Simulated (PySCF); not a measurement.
A ladder for the ionisation energy of Ni(2+)

Ni(2+) [Ar] 3d8 (3F) → Ni(3+) [Ar] 3d7 (4F). Scalar values calculated with PySCF 2.14 in x2c-TZVPPall with one added diffuse shell each of s, p, d, f type (spin-free X2C; valence: [Ar] frozen; valence and next inner shell: [Ne] frozen). The spin-orbit shift comes from two-component X2C-1e calculations (generalised Hartree-Fock, GHF, and MP2 on its spinors, GMP2) in x2c-QZVPPall-2c: GMP2 gives 35.460 eV without and 35.442 eV with screened spin-orbit coupling, a shift of -0.018 eV (GHF: -0.018 eV). Sums use unrounded values; where a UHF row is shifted, it takes the GHF shift.

```csv
method,scalar (eV)
UHF,32.599
LDA,36.263
PBE,35.807
PBE0,35.308
r2SCAN,35.454
wB97X-V,35.350
TPSS,35.385
revPBE,35.672
PW91,35.916
MP2 (valence),34.851
SCS-MP2 (valence),34.779
MP2 (valence and next inner shell),35.388
SCS-MP2 (valence and next inner shell),35.151
CCSD (valence and next inner shell),34.766
CCSD(T) (valence and next inner shell),34.854
CCSD (valence),34.558
CCSD(T) (valence),34.639
```

(1) Form a composite estimate from CCSD(T) (valence and next inner shell) and the spin-orbit shift, and compare it with the reference, 35.187 ± 0.019 eV (measured; NIST Atomic Spectra Database, ionization energies).

The errors of the correlated levels include the incompleteness of the basis and the frozen core, so a lower level can come closer by cancellation.

## Answers

(1) 34.854 + (-0.018) = 34.836 eV, an error of -0.351 eV.
